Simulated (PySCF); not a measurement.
**Dy(OH)3 at several levels of theory**

Computed with PySCF 2.14.0 (density fitting, no spin-orbit coupling) at the geometry relaxed with B3LYP:

```xyz
7
Dy(OH)3 (singlet in the valence; each metal's 4f electrons, 9 of them, lie in its core potential, out of spins and levels)
Dy    0.0000    0.0000    0.1423
O     2.0578    0.0000    0.1445
H     3.0167    0.0000    0.1466
O    -1.0289    1.7821    0.1445
H    -1.5084    2.6125    0.1466
O    -1.0289   -1.7821    0.1445
H    -1.5083   -2.6125    0.1466
```

| level | basis | state | HOMO (eV) | gap (eV) | charge on Dy1 (e) | population of f-type functions on Dy1 (polarisation alone where 4f lies in the core) | dipole about the centre of mass (D) | largest force component (eV/Å) |
| --- | --- | --- | --- | --- | --- | --- | --- | --- |
| B3LYP | Dy lcecp-1-SVP with ECP55, O def2-SVP, H def2-SVP | singlet | -7.30 | 5.62 | 1.01 | 0.08 | 0.01 | 0.02 |
| B3LYP | Dy lcecp-1-TZVP with ECP55, O def2-TZVP, H def2-TZVP | singlet | -7.59 | 5.85 | 1.64 | 0.09 | 0.01 | 0.38 |

In the lcecp rows the 4f levels are missing from HOMO and gap, and the state counts the valence alone.

Charges are Mulliken's, which hang on the basis. The relaxation used the grid (50, 194), these runs (75, 302) or, all-electron (x2c bases, spin-free X2C Hamiltonian), (99, 590).

Problem. Order these levels, in the first row's basis, by the HOMO–LUMO gap they give here, smallest first.
A. M06-L
B. TPSS
C. TPSSh
D. BLYP

Solution. D (3.70 eV), B (4.22 eV), C (5.14 eV), A (5.30 eV).

Problem. And their other results?

Solution. 
| level | state | HOMO (eV) | gap (eV) | charge on Dy1 (e) | population of f-type functions on Dy1 (polarisation alone where 4f lies in the core) | dipole about the centre of mass (D) | largest force component (eV/Å) |
| --- | --- | --- | --- | --- | --- | --- | --- |
| BLYP | singlet | -5.79 | 3.70 | 0.83 | 0.08 | 0.01 | 0.49 |
| TPSSh | singlet | -6.66 | 5.14 | 1.05 | 0.08 | 0.01 | 0.20 |
| M06-L | singlet | -6.08 | 5.30 | 1.22 | 0.08 | 0.01 | 0.25 |
| TPSS | singlet | -5.99 | 4.22 | 0.97 | 0.08 | 0.01 | 0.35 |

An lcecp potential fixes the number of 4f electrons, so in runs with it no electron can move into or out of that shell.
